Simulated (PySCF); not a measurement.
Structure revision by computed shifts

A compound C₄H₁₀O₂Si gives the data below (simulated from a calculation) and was assigned the structure `CCC(=O)OC[SiH3]`.

$^{13}$C{$^{1}$H} NMR (computed): δ 165.3 (CH), 0.3 (CH3, 3C).

$^{1}$H NMR (600 MHz, computed): δ 8.09 (s, 1H), 0.34 (s, 9H).

No solvent model, rapidly exchanging positions averaged, one conformer, no relativistic terms. σ from GIAO-PBE0/pcSseg-1; geometry: GFN2-xTB; PySCF.

References, each an isolated molecule treated in the same way: $^{1}$H and $^{13}$C vs TMS.

Q: Compare with the shifts computed for the proposed structure, pairing carbons in order of shift.

A: Atom-mapped SMILES (the numbers label the heavy atoms): `[CH3:1][CH2:2][C:3](=[O:4])[O:5][CH2:6][SiH3:7]`. Each H is labelled by its parent atom.

```tsv
atom	computed for proposal	given list	difference
C3	186.3	165.3	+21.0
C6	55.8	0.3	+55.5
C2	31.6	0.3	+31.3
C1	11.5	0.3	+11.2
```

The rms difference is 34.0 ppm and the largest +55.5 ppm at C6 (sp3 CH2 bonded to O and Si). The proposal also would give 4 carbon signals, not 2. The carbon types in order of shift don't match either: C, CH2, CH2, CH3 for the proposal against CH, CH3, CH3, CH3 in the data. The proposal doesn't fit.

Q: Which isomer fits?

A: `InChI=1S/C4H10O2Si/c1-7(2,3)6-4-5/h4H,1-3H3`.

- Carbon types of the structure: 1 × CH, 3 × CH3, which accounts for all hydrogens.
- δC 165.3: carbonyl carbon.
- δC 0.3: methyl carbon bonded to Si; an electropositive neighbour leaves it electron-rich and shielded.
- δH 8.09: hydrogen on a carbonyl carbon.
- δH 0.34: hydrogen on a methyl carbon bonded to Si; an electropositive neighbour shields it, as in TMS itself.

Other isomers checked: CC(C)OC(=O)[SiH3] (rms 39.5 ppm).

This is the structure that produced the data.

Shifts are as computed. Against solution values, carbons near 30 ppm lie about +3 ppm off and those near 130 ppm about +5 ppm. Of 1211 compounds with measured shifts, 218 miss one by over three times the rms of a fit or turn the order of signals round; such compounds aren't used in these exercises. No couplings were computed; multiplicities are counted from neighbouring protons, with m where these are inequivalent, close in shift, in a saturated or five-membered ring or joined by F or P, and br s for small geminal =CH2 splittings.
